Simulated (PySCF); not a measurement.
Electron correlation in Se⁴⁺ (selenium, charge +4)

Starting occupation: [Ar] 3d10 4s2. Computed with PySCF 2.14 in x2c-TZVPPall-2c with one added diffuse shell each of s, p, d type (7s8p5d1f, 63 functions), with X2C-1e with screened-nucleus spin-orbit coupling, Gaussian nucleus. Frozen: [Ne]; 20 electrons correlated.

MP2 pair energies summed by pair of shells (mhartree):

```csv
pair,energy,share (%)
3d3/2-3d5/2,-44.86,15.8
4s1/2-4s1/2,-32.65,11.5
3d5/2-3p3/2,-31.91,11.2
3d5/2-3d5/2,-31.08,10.9
3d3/2-3p3/2,-21.90,7.7
3d5/2-3p1/2,-16.64,5.9
3p1/2-3p3/2,-13.36,4.7
3d3/2-3d3/2,-12.81,4.5
3p3/2-3p3/2,-11.56,4.1
3d5/2-4s1/2,-11.52,4.1
3d5/2-3s1/2,-10.37,3.7
3d3/2-3p1/2,-10.10,3.6
3d3/2-4s1/2,-7.57,2.7
3p3/2-3s1/2,-7.33,2.6
3d3/2-3s1/2,-6.86,2.4
3p1/2-3s1/2,-3.70,1.3
3p3/2-4s1/2,-3.58,1.3
3p1/2-3p1/2,-2.50,0.9
3p1/2-4s1/2,-1.66,0.6
3s1/2-3s1/2,-1.32,0.5
3s1/2-4s1/2,-0.82,0.3
```

Total MP2 correlation energy: -284.10 mhartree.

| level | correlation energy (mhartree) |
| --- | --- |
| CCSD | -276.38 |
| (T) | -3.97 |
| CCSD(T) | -280.35 |

Diagnostics: T1 = 0.0040, largest double amplitude 0.096.

Cost of the coupled-cluster step: 1600 s of wall time on 4 threads of Neoverse-V1 (shared host), for 20 occupied and 96 virtual spinors.

Iterations:

```
Init t2, MP2 energy = -0.284098255885294
CCSD nocc = 20, nmo = 116
Init t2, MP2 energy = -0.284098255885294
Init E_corr(GCCSD) = -0.284098255885294
cycle = 1  E_corr(GCCSD) = -0.266893025000716  dE = 0.0172052309  norm(t1,t2) = 0.0466709
cycle = 2  E_corr(GCCSD) = -0.276031550800929  dE = -0.0091385258  norm(t1,t2) = 0.0143299
cycle = 3  E_corr(GCCSD) = -0.275537459071935  dE = 0.000494091729  norm(t1,t2) = 0.00515944
cycle = 4  E_corr(GCCSD) = -0.276381487875902  dE = -0.000844028804  norm(t1,t2) = 0.00161251
cycle = 5  E_corr(GCCSD) = -0.276384064149672  dE = -2.57627377e-06  norm(t1,t2) = 9.31962e-05
cycle = 6  E_corr(GCCSD) = -0.276378849546349  dE = 5.21460332e-06  norm(t1,t2) = 1.87231e-05
cycle = 7  E_corr(GCCSD) = -0.276379383864099  dE = -5.3431775e-07  norm(t1,t2) = 5.68264e-06
cycle = 8  E_corr(GCCSD) = -0.276379499363769  dE = -1.1549967e-07  norm(t1,t2) = 9.86199e-07
cycle = 9  E_corr(GCCSD) = -0.276379455284834  dE = 4.40789349e-08  norm(t1,t2) = 1.85256e-07
cycle = 10  E_corr(GCCSD) = -0.276379462688712  dE = -7.40387807e-09  norm(t1,t2) = 2.96448e-08
GCCSD converged
E(GCCSD) = -2424.638381675276  E_corr = -0.2763794626887117
```

This basis was not built for core-valence correlation, so the inner-shell part is incomplete.
